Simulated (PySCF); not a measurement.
Ge(F)2(SH)2 (F₂GeH₂S₂), SMILES [Ge]([SH])([F])([SH])[F]. Geometry optimised at ωB97X-D3(BJ)/def2-SVP. This is a generated structure with no PubChem entry under its InChIKey; it may be hypothetical. Other conformers were not sampled.

Computed with ωB97X-D3(BJ)/def2-SVP in PySCF.

Harmonic wavenumbers (cm⁻¹): 112, 134, 159, 175, 212, 233, 262, 421, 474, 739, 754, 779, 785, 2757, 2757. Rotational constants (GHz): 2.513, 1.721, 1.442; symmetry number 2.

Question: Work out the zero-point energy and the ideal-gas rigid-rotor harmonic-oscillator thermochemistry at 298.15 K and 1 atm.

Answer: ZPE = ½ Σ hcν = ½ × 10754 cm⁻¹ = 15.37 kcal/mol. H − E(el) = 20.90 kcal/mol. Entropy in cal/(mol K): translation 41.42, rotation 26.96, vibration 19.16, total 87.53. G − E(el) = -5.20 kcal/mol. Cp = 26.51 cal/(mol K). Modes under 150 cm⁻¹ make the vibrational entropy uncertain.
